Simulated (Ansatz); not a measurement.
A nudged elastic band was laid between two geometries of C₄H₁₃AlSi (19 atoms, charge 0, multiplicity 1).

Computed with Ansatz, RKS B3LYP-D4/STO-3G.

```
movable images  : 7
climbing image  : yes
spring          : 5.0 eV/Å²
optimiser       : quadratic models (default)
start path      : IDPP
force threshold : 0.05 eV/Å
iteration limit : 24
end points      : relaxed
```

Initial state:

```xyz
19
Properties=species:S:1:pos:R:3
C -1.166 -0.894 -1.973
Si 0.472 -0.783 -1.055
C 0.275 0.256 0.514
C 1.700 0.536 1.110
C -0.551 -0.560 1.567
Al -0.609 1.905 0.049
H -1.516 0.093 -2.307
H -1.082 -1.526 -2.866
H -1.953 -1.323 -1.340
H 1.443 -0.169 -1.934
H 0.929 -2.120 -0.743
H 1.638 1.111 2.049
H 2.328 1.111 0.410
H 2.237 -0.399 1.346
H -1.564 -0.793 1.198
H -0.063 -1.517 1.821
H -0.668 0.001 2.509
H -2.056 2.108 0.392
H 0.165 2.958 -0.691
```

Final state:

```xyz
19
Properties=species:S:1:pos:R:3
C -1.176 -0.887 -1.969
Si 0.464 -0.792 -1.054
C 0.278 0.254 0.514
C 1.706 0.540 1.097
C -0.538 -0.559 1.577
Al -0.614 1.898 0.046
H -1.521 0.104 -2.295
H -1.097 -1.512 -2.867
H -1.964 -1.317 -1.337
H 1.439 -0.189 -1.936
H 0.909 -2.132 -0.740
H 1.649 1.121 2.034
H 2.327 1.113 0.390
H 2.248 -0.392 1.335
H -1.552 -0.798 1.216
H -0.044 -1.512 1.833
H -0.650 0.007 2.517
H 0.144 2.935 -0.730
H -2.050 2.113 0.425
```

Task: What changes between the two ends?

Result: No bond is made or broken. The dihedral Si2–C3–Al6–H19 goes from -74 to 106°. The two ends are copies of one structure, up to a mirror image or an exchange of like atoms.

Task: Give the energies along the band, and the barrier.

Result: The run converged. The highest image is number 4 of 0 to 8, 0.026 eV above the ends, which have the same energy within 2 meV. A vibrational analysis at the climbing image gives one clearly imaginary mode, 54i cm⁻¹: a first-order saddle point. Limits of this set-up: minimal basis.

| image | path coordinate (Å) | energy (eV) | dihedral Si2–C3–Al6–H19 (°) |
| --- | --- | --- | --- |
| 0 | 0.00 | 0.000 | -74 |
| 1 | 0.79 | 0.003 | -91 |
| 2 | 1.58 | 0.011 | -115 |
| 3 | 2.37 | 0.021 | -141 |
| 4 | 3.16 | 0.026 | -166 |
| 5 | 3.88 | 0.025 | 174 |
| 6 | 4.61 | 0.018 | 153 |
| 7 | 5.33 | 0.007 | 130 |
| 8 | 6.05 | 0.000 | 106 |

Task: What is the geometry of the highest image?

Result: 
```xyz
19
Properties=species:S:1:pos:R:3
C -1.488 -1.209 -1.611
Si 0.285 -0.832 -1.119
C 0.359 0.328 0.371
C 1.861 0.554 0.764
C -0.359 -0.349 1.594
Al -0.497 2.030 0.051
H -2.040 -0.292 -1.851
H -1.524 -1.858 -2.494
H -2.028 -1.720 -0.804
H 0.957 -0.211 -2.241
H 0.966 -2.076 -0.833
H 1.952 1.222 1.637
H 2.437 1.007 -0.061
H 2.361 -0.394 1.029
H -1.425 -0.547 1.389
H 0.107 -1.314 1.856
H -0.306 0.286 2.495
H -1.422 2.210 -1.118
H -0.239 3.160 1.004
```

Run time: 7.7 min on 1 CPU thread of a shared host.
